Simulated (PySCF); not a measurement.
# A search over the determinants of CdF

Unrestricted PBE0; PySCF, scalar-relativistic core potentials, basis sets Cd def2-SVPD with ECP28, F def2-SVPD. Outer shells of the fragments: Cd 4d10 5s2; F 2s2 2p5.

Followed along the bond (rough minima from three points):

```json
{"2Ms+1": "2", "unpaired": "σ ↑", "⟨S²⟩ at the start": "0.75", "R at minimum (Å)": "2.02", "Te (eV)": "0.00"}
{"2Ms+1": "4", "unpaired": "σ ↑, π ↑↑", "⟨S²⟩ at the start": "3.75", "R at minimum (Å)": "none in the scan", "Te (eV)": "≤ 6.69"}
```

Solutions found at the starting distance of 2.015 Å, counted from the lowest of them; the search is not exhaustive and high or unbound solutions are not listed, so other states can lie among these:

```csv
2Ms+1,unpaired,term,E (eV),⟨S²⟩,⟨Lz²⟩,μ (D)
2,σ ↑,²Σ⁺,0.00,0.75,0.00,-3.98
2,π ↑,²Π,4.09,0.75,1.00,2.05
2,π ↑,²Π,4.26,0.77,1.00,-4.57
4,"σ ↑, π ↑↑",mixed,7.13,3.75,2.01,1.70
4,"σ ↑, π ↑↑",mixed,7.23,3.75,2.01,1.83
4,"σ ↑↑, π ↑",⁴Π,7.42,3.75,1.01,1.02
4,"σ ↑↑, π ↑",⁴Π,8.30,3.75,1.00,1.12
4,σ ↑↑↑,⁴Σ⁺,8.68,3.75,0.00,0.91
```

A term symbol is given only where ⟨S²⟩ and ⟨Lz²⟩ are close to those of a pure state; real π, δ and φ orbitals otherwise mix terms. A positive dipole means Cd(−)F(+).

Spin–orbit coupling is left out. Counting both spins, an empty level lies below a filled one in some of these solutions, because spin and occupation are held.
